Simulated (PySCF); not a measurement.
Electron correlation in S (sulfur, neutral)

[Ne] 3s1 3p5, high-spin 3P determinant (an excited configuration). Computed with PySCF 2.14 in x2c-QZVPPall with one added diffuse shell each of s, p, d, f type (10s7p5d3f1g, 86 functions), with scalar relativity by spin-free X2C-1e. Frozen: [Ne]; 6 electrons correlated.

```csv
level,correlation energy (mhartree)
CCSD,-223.19
(T),-26.52
CCSD(T),-249.71
```

Diagnostics: T1 = 0.033, D1 = 0.0736, largest double amplitude 0.192.

T1 exceeds 0.03, a sign that the reference determinant is poor. A double-excitation amplitude exceeds 0.15, a sign of near-degeneracy.

Cost of the coupled-cluster step: about 40 core-seconds, for 6 correlated electrons.
